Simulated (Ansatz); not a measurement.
Reaction (SMILES): [SiH3]O[SiH](Cl)Cl → [SiH3]O[Si](Cl)Cl + H atom (the H-Si bond at the site shown breaks; other sites are not compared here)
Geometries: B3LYP-D3(BJ)/def2-TZVP minima from Ansatz (a first-principles code), one conformer each, not searched for the lowest. Frequencies are from Ansatz.

Property: bond dissociation energy (enthalpy at 298 K, with B3LYP-D3(BJ) rigid-rotor harmonic-oscillator terms), in eV. Correlated levels leave the core frozen unless marked. Open shells are spin-unrestricted. Spin-orbit coupling is left out. Non-relativistic. Basis-set limits of correlation are two-point, X^-3; Hartree-Fock from the larger set. The bracket is a focal-point correction in the basis named.

| level | program | bond dissociation energy (eV) | minus last row |
|---|---|---|---|
| HF/cc-pV(Q+d)Z | Ansatz | 3.27 | -0.88 |
| BLYP-D4/def2-TZVPD | Ansatz + dftd4 | 3.83 | -0.32 |
| revPBE-D3(BJ)/def2-TZVPD | Ansatz + dftd3 | 3.72 | -0.43 |
| revPBE/def2-TZVPD | Ansatz | 3.68 | -0.47 |
| PBE0-D4/def2-TZVP | Ansatz + dftd4 | 3.87 | -0.28 |
| PBE0/def2-QZVPP | Ansatz | 3.86 | -0.29 |
| r2SCAN0-D4/def2-TZVPD | Ansatz + dftd4 | 3.91 | -0.24 |
| r2SCAN0/def2-TZVPD | Ansatz | 3.91 | -0.24 |
| HSE06/def2-TZVPD | Ansatz | 3.86 | -0.29 |
| CAM-B3LYP-D3(BJ)/def2-TZVPD | Ansatz + dftd3 | 4.04 | -0.11 |
| CAM-B3LYP/def2-TZVPD | Ansatz | 4.03 | -0.12 |
| LC-wPBE/def2-TZVPD | Ansatz | 3.93 | -0.22 |
| wB97M-V/def2-TZVPD | Ansatz | 4.12 | -0.03 |
| MP2/cc-pV(D+d)Z | Ansatz | 3.83 | -0.32 |
| RI-MP2/CBS(cc-pV(T+d)Z,cc-pV(Q+d)Z) | Ansatz | 4.07 | -0.08 |
| SCS-MP2/6-31G | Ansatz | 3.13 | -1.02 |
| SCS-MP2/cc-pV(Q+d)Z | Ansatz | 4.18 | 0.03 |
| CCSD/CBS(cc-pV(T+d)Z,cc-pV(Q+d)Z) | Ansatz | 4.16 | 0.01 |
| CCSD(T) with core electrons (1s frozen past Ne)/cc-pwCVTZ | Ansatz | 4.09 | -0.06 |
| RI-MP2/CBS(cc-pV(T+d)Z,cc-pV(Q+d)Z)+[CCSD(T)-MP2]/cc-pV(Q+d)Z | Ansatz | 4.16 | 0.01 |
| CCSD(T)/CBS(cc-pV(T+d)Z,cc-pV(Q+d)Z) | Ansatz | 4.15 | 0.00 |
